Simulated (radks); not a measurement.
Values are calculated unless marked as measured or tabulated.
Problem. Species: Ni. Configuration: [Ar] 3d8 4s2. Level of theory: scalar-relativistic Kohn-Sham, BLYP, spin-polarised, spherical densities, point nucleus; open shells are filled with parallel spins first (a radial shooting solver on a logarithmic mesh with Libxc functionals). Some entries of the table are withheld. Estimate them.

orbital,occ.,eigenvalue (hartree),<r^2> (bohr^2)
1s up,1,-301.8795,0.003935
1s down,1,-301.8794,0.003935
2s up,1,-36.10061,0.07088
2s down,1,-36.06013,0.07077
2p up,3,-31.06414,0.05695
2p down,3,-31.03346,0.05684
3s up,1,-4.10803,0.6317
3s down,1,-4.02432,0.6348
3p up,3,-2.65244,(1)
3p down,3,-2.57101,(2)
3d up,5,-0.35466,1.338
3d down,3,-0.28350,1.476
4s up,1,-0.21113,9.039
4s down,1,-0.19996,9.487

Solution. 
(1) 3p up <r^2> (bohr^2): 0.7138
(2) 3p down <r^2> (bohr^2): 0.7199
